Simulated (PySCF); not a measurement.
Mo(NH)(S)(Cl)(NH2) (ClH₃MoN₂S), SMILES [NH]=[Mo]([NH2])(=[S])[Cl], multiplicity 1.

Geometry optimised at B3LYP-D3(BJ)/def2-SVP. The multiplicity is an assumed one; no other spin state was optimised. The structure was generated by enumeration; whether it is a known compound was not checked. The def2 effective core potentials stand for the cores of Mo; spin–orbit coupling is left out. The values are those of a single conformer.

All values below come from r2SCAN/def2-TZVP (PySCF).

Isolated molecule, no solvent.

Computed frontier levels, gap, dipole moment and polarisability:
```
Item                                                                                                             Value
---------------------------------------------------------------------------------------------  -----------------------
highest occupied level                                                                                        -6.68 eV
lowest empty level                                                                                            -3.38 eV
orbital gap                                                                                                    3.30 eV
dipole moment                                                                                                   3.50 D
quadrupole, principal values (traceless, Buckingham form, about the centre of nuclear charge)  -12.30, 1.66, 10.64 D·Å
mean static polarisability                                                                       90.2 bohr³ (13.36 Å³)
polarisability, principal values                                                               79.2, 87.2, 104.2 bohr³
```
